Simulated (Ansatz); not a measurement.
Total energies of Rb₄H₄ (the lowest singlet isomer of a short search) from Ansatz at PBE0-D4/def2-TZVPD, gas phase (1 Eh = 27.2114 eV = 2625.5 kJ/mol). The reference geometry is relaxed at PBE0-D4/def2-SVP.

```xyz
8

Rb   -0.396   -1.380   -1.517
Rb    0.386    1.374    1.524
Rb   -2.285    3.576   -0.505
Rb    2.296   -3.570    0.497
H     0.823   -3.802   -1.612
H    -1.297    1.135   -0.877
H    -0.814    3.808    1.606
H     1.287   -1.141    0.885
```

```tsv
state	geometry	energy (Eh)
charge 0 singlet	reference	-98.72016
charge -1 doublet	reference	-98.73504
charge -1 doublet	relaxed at PBE0-D4/def2-SVPD	-98.73585
free Rb atom (doublet)	–	-24.08178
free H atom (doublet)	–	-0.50104
```

In the def2 sets Rb takes a core potential; there is no spin–orbit coupling.

Task: Work out the vertical electron affinity, to the doublet.

Result: E(charge 0 singlet) − E(charge -1 doublet) = -98.72016 − (-98.73504) = 0.01488 Eh = 0.40 eV.

Task: How much does the charge -1 doublet relax, and what is the adiabatic electron affinity?

Result: Relaxation: -98.73504 − (-98.73585) = 0.00081 Eh = 0.02 eV. Adiabatic electron affinity: 0.01569 Eh = 0.43 eV, without zero-point energy. 

Task: What is the binding energy per atom against free atoms?

Result: Atoms: 4 × (-24.08178) + 4 × (-0.50104) = -98.33128 Eh. Binding: -98.33128 − (-98.72016) = 0.38888 Eh = 10.58 eV, or 1.32 eV for each of 8 atoms (no zero-point energy, no counterpoise term).

At PBE0-D4/def2-TZVPD the highest occupied level of the charge -1 doublet lies above zero (up to 0.43 eV). By energy differences its removal costs 0.40 eV (vertical, to the charge 0 singlet, at PBE0-D4/def2-TZVPD); a positive level beside a positive removal energy at the same level points to self-interaction error. At PBE0-D4/def2-TZVPD the highest occupied level of the relaxed charge -1 doublet lies above zero (up to 0.39 eV). By energy differences its removal costs 0.43 eV (each at its own geometry, to the charge 0 singlet, at PBE0-D4/def2-TZVPD); the vertical value is larger still, so the positive level points to self-interaction error. 

The structure comes from a short search, and lower isomers may exist.
